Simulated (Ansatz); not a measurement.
Ansatz (an electronic-structure program) input:
A basis named .json is the Basis Set Exchange file of that set.

Ansatz 0.2 input:
```yaml
crystal:
  periodic: [false, false, false]
  atoms:
    - {symbol: C, position_ang: [2.84184525, 0.28549340, -0.09654558]}
    - {symbol: C, position_ang: [1.43719036, -0.13264389, 0.13210008]}
    - {symbol: O, position_ang: [1.15341167, -1.21067644, 0.81160623]}
    - {symbol: O, position_ang: [0.48402332, 0.53077532, -0.32113116]}
    - {symbol: Ge, position_ang: [-1.41342362, 0.14917822, -0.13982078]}
    - {symbol: H, position_ang: [3.35369926, 0.39967402, 0.86236277]}
    - {symbol: H, position_ang: [3.36253457, -0.49131932, -0.66355858]}
    - {symbol: H, position_ang: [2.87111980, 1.22116695, -0.64600327]}
    - {symbol: H, position_ang: [1.93585966, -1.68411191, 1.13893129]}
    - {symbol: H, position_ang: [-1.60121195, 0.17425445, 1.37165446]}
    - {symbol: H, position_ang: [-1.93651103, 1.34390011, -0.91892840]}
    - {symbol: H, position_ang: [-1.52962806, -1.21515545, -0.80732064]}
basis:
  gaussian:
    orbitals: cc-pVTZ
    fitting: {mean_field: def2-universal-jkfit, correlation: cc-pVTZ-RIFIT.json}
total_charge: 1
magnetization: {spin_polarized: false}
correlation: {method: mp2, electrons: outside_noble_gas}
```

What final total energy does it print?

-2305.73660 Eh (RI-MP2/cc-pVTZ). The basis has 261 functions.

It need not be the lowest isomer of its formula.
